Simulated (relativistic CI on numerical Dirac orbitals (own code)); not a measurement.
**d6 in a ligand field**

Computed with a parametric ligand-field model of a d^n configuration (Racah B and C, spin-orbit zeta, crystal field), exact diagonalisation.

Field parameters in Wybourne normalisation: Oh B⁴₀ = 21Dq, B⁴₄ = √(5/14) B⁴₀; Td as Oh with Dq negative (B⁴₀ = 21Dq, B⁴₄ = √(5/14) B⁴₀). The field is a parameter set, without covalency.

(1) Lowest levels for B = 620, C = 2410, ζ = 2500 cm⁻¹, Oh, 10Dq = 23450 cm⁻¹?

(2) Lowest levels for B = 1000, C = 4430, ζ = 810 cm⁻¹, Oh, 10Dq = 15200 cm⁻¹?

(3) Lowest levels for B = 460, C = 1630, ζ = 2300 cm⁻¹, Oh, 10Dq = 19750 cm⁻¹?

(4) Lowest levels for B = 550, C = 2480, ζ = 100 cm⁻¹, Td, 10Dq = -2900 cm⁻¹?

(5) Lowest levels for B = 680, C = 2380, ζ = 820 cm⁻¹, Oh, 10Dq = 34150 cm⁻¹?

Answers

(1) A1 0 (S 0.17), E 15451 (S 1.08), T2 16024 (S 1.05), T1 16709 (S 1.07), A1 19065 (S 1.13), T1 20346 (S 0.97), E 21681 (S 1.05), T2 22492 (S 1.26), A2 23799 (S 1.00) cm⁻¹, with S from ⟨S²⟩ = S(S + 1). The ground level has 0.12 electrons in the cubic e pair; its S is far from a half-integer, so spin-orbit coupling mixes spin states.

(2) T2 0 (S 2.00), E 339 (S 1.99), T1 385 (S 2.00), A1 819 (S 1.98), T1 923 (S 1.99), T2 982 (S 1.99), A1 6556 (S 0.25), E 10038 (S 1.01), T2 10128 (S 1.01) cm⁻¹, with S from ⟨S²⟩ = S(S + 1). The ground level has 2.00 electrons in the cubic e pair.

(3) A1 0 (S 0.17), E 13960 (S 1.06), T2 14511 (S 1.03), T1 14974 (S 1.00), A1 17466 (S 1.09), T1 18117 (S 0.93), E 19288 (S 1.02), T2 20125 (S 1.10), T1 20770 (S 0.58) cm⁻¹, with S from ⟨S²⟩ = S(S + 1). The ground level has 0.12 electrons in the cubic e pair; its S is far from a half-integer, so spin-orbit coupling mixes spin states.

(4) A1 0 (S 2.00), T1 2 (S 2.00), E 3 (S 2.00), T2 5 (S 2.00), A2 7 (S 2.00), T2 2831 (S 2.00), T1 2882 (S 2.00), E 2883 (S 2.00), T2 2957 (S 2.00) cm⁻¹, with S from ⟨S²⟩ = S(S + 1). The ground level has 3.00 electrons in the cubic e pair.

(5) A1 0 (S 0.01), E 27006 (S 1.00), T2 27051 (S 1.00), T1 27566 (S 1.00), A1 27924 (S 1.00), T1 31549 (S 0.79), E 32021 (S 1.00), T2 32529 (S 1.00), A2 32800 (S 1.00) cm⁻¹, with S from ⟨S²⟩ = S(S + 1). The ground level has 0.02 electrons in the cubic e pair.
